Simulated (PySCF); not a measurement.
1,1-dichloro-1-fluoropropane (C₃H₅Cl₂F), SMILES ClC(CC)(Cl)F. Atoms are numbered in the order given.

```xyz
11

C     -2.4317     0.1517     0.1413
C     -1.1151     0.9067    -0.0108
C      0.0809    -0.0086    -0.2181
F     -0.1143    -0.7904    -1.3018
Cl     1.5542     0.9481    -0.4923
Cl     0.3384    -1.0764     1.1822
H     -2.4198    -0.4898     1.0346
H     -2.6214    -0.4826    -0.7371
H     -3.2642     0.8640     0.2382
H     -0.9026     1.5340     0.8674
H     -1.1421     1.5705    -0.8897
```
Charge 0, spin multiplicity 1.

Geometry optimised at ωB97X-D3(BJ)/def2-SVP. The values are those of a single conformer.

Two levels are set side by side: PBE/pcSseg-1 (PySCF) and KT2/pcSseg-1 (PySCF). GIAO shifts against CFCl3 (¹⁹F), HCl (³⁵Cl), TMS (¹H), TMS (¹³C) at the same level; non-relativistic, no solvent, atoms listed together averaged. Without spin–orbit terms, shifts of atoms bonded to Cl or Br come out too high at both levels. Differences are taken from unrounded values.

```tsv
quantity	KT2
δ(¹³C) of C1 (ppm)	13.6
δ(¹³C) of C2 (ppm)	51.8
δ(¹³C) of C3 (ppm)	139.7
δ(¹⁹F) of F4 (ppm)	-86.7
```

What does PBE give, and how far is it from KT2? (The exact figures need the calculation; the answer reports its results.)


| quantity | PBE | PBE minus KT2 |
|---|---|---|
| δ(¹³C) of C1 (ppm) | 13.5 | -0.1 |
| δ(¹³C) of C2 (ppm) | 51.7 | -0.1 |
| δ(¹³C) of C3 (ppm) | 145.4 | 5.7 |
| δ(¹⁹F) of F4 (ppm) | -83.9 | 2.8 |

Rough cost on one machine, each run with all the roots and properties that it gave: KT2 against PBE within a factor of 2.
